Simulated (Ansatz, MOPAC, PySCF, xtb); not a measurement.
Lewis adduct: BH3 (SMILES B) (first 4 atoms) with H2S (SMILES S); geometry from B3LYP-D3(BJ)/def2-TZVP, rigid monomers moved along the line of their centres of mass till B1···S5 is 2.84 Å.
(charge 0, multiplicity 1):
```json
[
 {"atom": "B", "x (Å)": "-0.4494", "y (Å)": "-0.3252", "z (Å)": "0.6695"},
 {"atom": "H", "x (Å)": "0.4057", "y (Å)": "-0.8871", "z (Å)": "0.0385"},
 {"atom": "H", "x (Å)": "-1.2478", "y (Å)": "-1.0569", "z (Å)": "1.1911"},
 {"atom": "H", "x (Å)": "-0.8794", "y (Å)": "0.6904", "z (Å)": "0.2021"},
 {"atom": "S", "x (Å)": "1.0538", "y (Å)": "0.4717", "z (Å)": "2.9435"},
 {"atom": "H", "x (Å)": "0.2253", "y (Å)": "1.3143", "z (Å)": "3.5884"},
 {"atom": "H", "x (Å)": "1.8180", "y (Å)": "1.4777", "z (Å)": "2.4783"}
]
```

```tsv
level	interaction energy (kcal/mol)	minus CCSD(T)/CBS(aug-cc-pV(D+d)Z, aug-cc-pV(T+d)Z)	cost
PM3	-17.22	-7.85	-
GFN1-xTB	-9.43	-0.05	-
HF/6-31G* (no counterpoise)	-6.10	3.28	-
HF/aug-cc-pV(D+d)Z	-5.66	3.71	-
HF/aug-cc-pV(T+d)Z	-5.67	3.70	-
PBE/def2-TZVPPD	-11.55	-2.18	×1
PBE-D4/def2-TZVPPD	-12.53	-3.16	×1
BP86/6-31G* (no counterpoise)	-10.97	-1.59	-
B3LYP/3-21G (no counterpoise)	-12.35	-2.98	-
B3LYP/6-31G*	-9.08	0.29	-
B3LYP/6-311+G** (no counterpoise)	-9.35	0.02	-
B3LYP/def2-TZVPPD	-8.99	0.39	×1
B3LYP-D4/def2-TZVPPD	-10.55	-1.17	×1
PBE0-D3(BJ)/def2-TZVPPD	-11.36	-1.99	×1
PBE0-D4/def2-TZVPPD	-11.30	-1.92	×1
M06-2X/6-31G* (no counterpoise)	-10.64	-1.27	-
wB97M-V/def2-TZVPPD	-10.17	-0.79	×7
MP2/aug-cc-pV(T+d)Z	-9.43	-0.05	-
CCSD(T)/aug-cc-pV(T+d)Z	-9.17	0.20	×30*
CCSD(T)/CBS(aug-cc-pV(D+d)Z, aug-cc-pV(T+d)Z)	-9.37	0.00	×40*
```

 The comparison column counts from a level with limits of its own.

The rows run from -17.22 (PM3) to -5.66 kcal/mol (HF/aug-cc-pV(D+d)Z). In aug-cc-pV(T+d)Z the value moves HF -5.67, MP2 -9.43, CCSD(T) -9.17, a shift of -3.50 from HF to CCSD(T). The dispersion term adds -0.98 in PBE-D4, -1.56 in B3LYP-D4. The 3 functionals in def2-TZVPPD without D3 or D4 span 2.57, from PBE to B3LYP.

Counterpoise-corrected where a basis set is named; no monomer relaxation. Rows marked so take none.

Cores are frozen in the correlated methods. CBS(a, b) extrapolates the correlation energy as X⁻³ and adds the Hartree–Fock energy of set b. Rows in 3-21G, 6-311+G**, 6-31G* carry no dispersion term and start afresh at each structure (6-31G* with six Cartesian d functions). The state that PM3 reach isn't checked.

Programs: Ansatz (Gaussian basis) for Hartree–Fock, density functionals and correlated methods; MOPAC for PM3 (differences of heats of formation); PySCF for 3-21G rows, 6-311+G** rows, 6-31G* rows, the dispersion terms; xtb for the GFN methods. Values without a source in brackets are computed.

Costs are rough ratios of core time to PBE/def2-TZVPPD (about 5 s over the structures, on one shared machine); a dash marks a level with no comparable run of its own. A star marks coupled-cluster runs past 200 virtual orbitals, where the program's memory plan changes under this machine's limit, so their costs aren't comparable with smaller runs.

Ansatz is a program for electronic structure.
